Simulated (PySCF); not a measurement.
Se(H)(Et), SMILES CC[SeH] (PBE0/def2-SVP optimised geometry):

```
9

Se    -0.109    -1.859     0.000
H      1.363    -1.859     0.000
C     -0.280     0.093     0.000
C      0.253     0.771    -1.245
H      0.197     0.475     0.914
H     -1.363     0.256     0.112
H     -0.238     0.387    -2.152
H      1.336     0.610    -1.359
H      0.081     1.859    -1.195
```

Level of theory: PySCF with PBE0/def2-TZVP.

Q: What are the frontier orbital energies and the dipole moment?

A: HOMO-2 -9.85 eV, HOMO-1 -8.80 eV, HOMO -6.47 eV, LUMO 0.12 eV, LUMO+1 1.08 eV; dipole moment 1.59 D.

On the same geometry PBE/def2-TZVP (PySCF) gives HOMO-2 -8.46 eV, HOMO-1 -7.61 eV, HOMO -5.31 eV, LUMO -0.77 eV, LUMO+1 0.14 eV; dipole moment 1.53 D.

Meta-Löwdin charges at PBE0/def2-TZVP: Se1 -0.05, H2 0.05, C3 -0.27, C4 -0.34, H5 0.12, H6 0.13, H7 0.12, H8 0.12, H9 0.12.
